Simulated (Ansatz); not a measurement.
CH4AlFSSi (`F[CH]1[SiH2][Al]1[SH]`) at its PBE0-D4/def2-TZVP geometry, where that method's forces vanish. Total charge 0; spin multiplicity 1.

```xyz
9

F     1.7231   -1.4430    0.0699
C     0.4732   -0.8796    0.0007
Si   -0.5427   -0.2172    1.4869
Al   -0.3969    0.7410   -0.6588
S    -0.5046    2.2221   -2.2486
H    -0.2292   -1.6055   -0.4672
H    -1.3885   -1.1239    2.3133
H     0.3076    0.6133    2.3870
H     0.5579    1.6928   -2.8832
```

What forces (eV/Å) does r2SCAN-D4/def2-TZVPP give on these atoms in the Gaussian-basis code of Ansatz? (Estimate.)

Computed: 
```
F1   0.342 -0.188  0.037
C2  -0.292  0.193 -0.042
Si3 -0.040  0.005  0.068
Al4 -0.004 -0.031 -0.004
S5  -0.013  0.056 -0.043
H6  -0.010 -0.024 -0.027
H7   0.012  0.000  0.019
H8  -0.001 -0.010 -0.006
H9   0.006 -0.002 -0.002
```
